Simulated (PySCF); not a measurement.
Isomers of C7H7NO, one GFN2-xTB conformer each. Single-point energies are computed at PBE0/pcSseg-1 (PySCF, gas phase, no added dispersion term), electronic only.

**Question.** Rank them by PBE0/pcSseg-1 energy, lowest first (kcal/mol).
A. `[CH2:1]=[CH:2][c:3]1[cH:4][n:5][cH:6][cH:7][c:8]1[OH:9]` with C1–C2–C3–C4 -33°, C7–C8–O9–H 178°
B. `[CH3:1][C:2](=[O:3])[c:4]1[cH:5][cH:6][cH:7][cH:8][n:9]1` with C1–C2–C4–C5 180°
C. `C[C@@H]1C=COC(C#N)=C1`
D. `[N:1]#[C:2][CH2:3][C@@H:4]1[CH2:5][CH:6]=[CH:7][C:8]1=[O:9]` with C2–C3–C4–C5 -66°
E. `[O:1]=[CH:2][NH:3][C:4]1=[CH:5][C@@H:6]2[CH:7]=[CH:8][C@H:9]12` with O1–C2–N3–C4 0°, C2–N3–C4–C5 -178°
F. `[N:1]#[C:2]/[CH:3]=[CH:4]\[CH:5]=[C:6]=[CH:7][CH2:8][OH:9]` with C3–C4–C5–C6 14°, C6–C7–C8–O9 118°, C7–C8–O9–H -62°
G. `[CH3:1][C:2](=[O:3])[c:4]1[cH:5][cH:6][cH:7][n:8][cH:9]1` with C1–C2–C4–C5 180°
H. `[CH3:1][C:2]#[C:3][C:4]#[C:5][C:6](=[O:7])[NH:8][CH3:9]` with C5–C6–N8–C9 179°

**Answer.** B (0.0), G (2.3), A (17.3), D (19.1), C (41.1), E (66.2), F (66.8), H (70.0).

As drawn, the lowest has an aromatic ring, which the highest lacks; the highest has a C≡C bond, an N–H bond and a C(=O)–N unit, which the lowest lacks. Neighbours under 2.5 kcal/mol apart (CC(=O)c1ccccn1 and CC(=O)c1cccnc1; C=Cc1cnccc1O and N#CC[C@@H]1CC=CC1=O; O=CNC1=C[C@@H]2C=C[C@H]12 and N#C/C=C\C=C=CCO) can change places with a better method, another conformer or zero-point energy. GFN2-xTB itself gives, in the same order: 0.0, 1.1, 8.5, 22.8, 30.7, 50.5, 69.4, 57.0. Both levels put the same isomer lowest; measured from each level's own lowest isomer, the values differ by up to 15.7 kcal/mol (O=CNC1=C[C@@H]2C=C[C@H]12: 50.5 against 66.2).

**Question.** Which frontier levels, dipoles and rotational constants go with these structures?

**Answer.** 
```json
{"SMILES": "CC(=O)c1ccccn1", "HOMO (eV, PBE0/pcSseg-1)": "-7.23", "LUMO (eV)": "-1.92", "dipole (D)": "3.29", "A, B, C (MHz)": "3776, 1291, 967.8"}
{"SMILES": "CC(=O)c1cccnc1", "HOMO (eV, PBE0/pcSseg-1)": "-7.47", "LUMO (eV)": "-1.97", "dipole (D)": "0.95", "A, B, C (MHz)": "3790, 1250, 945.6"}
{"SMILES": "C=Cc1cnccc1O", "HOMO (eV, PBE0/pcSseg-1)": "-7.01", "LUMO (eV)": "-1.27", "dipole (D)": "2.74", "A, B, C (MHz)": "2637, 1597, 1007"}
{"SMILES": "N#CC[C@@H]1CC=CC1=O", "HOMO (eV, PBE0/pcSseg-1)": "-7.65", "LUMO (eV)": "-1.87", "dipole (D)": "3.90", "A, B, C (MHz)": "3234, 1164, 892.6"}
{"SMILES": "C[C@@H]1C=COC(C#N)=C1", "HOMO (eV, PBE0/pcSseg-1)": "-6.89", "LUMO (eV)": "-1.37", "dipole (D)": "4.91", "A, B, C (MHz)": "3246, 1233, 945.6"}
{"SMILES": "O=CNC1=C[C@@H]2C=C[C@H]12", "HOMO (eV, PBE0/pcSseg-1)": "-6.42", "LUMO (eV)": "-0.52", "dipole (D)": "3.36", "A, B, C (MHz)": "3758, 1317, 1077"}
{"SMILES": "N#C/C=C\\C=C=CCO", "HOMO (eV, PBE0/pcSseg-1)": "-7.21", "LUMO (eV)": "-2.30", "dipole (D)": "4.73", "A, B, C (MHz)": "2702, 1268, 898.4"}
{"SMILES": "CC#CC#CC(=O)NC", "HOMO (eV, PBE0/pcSseg-1)": "-7.19", "LUMO (eV)": "-1.41", "dipole (D)": "4.50", "A, B, C (MHz)": "7758, 491.7, 465.1"}
```
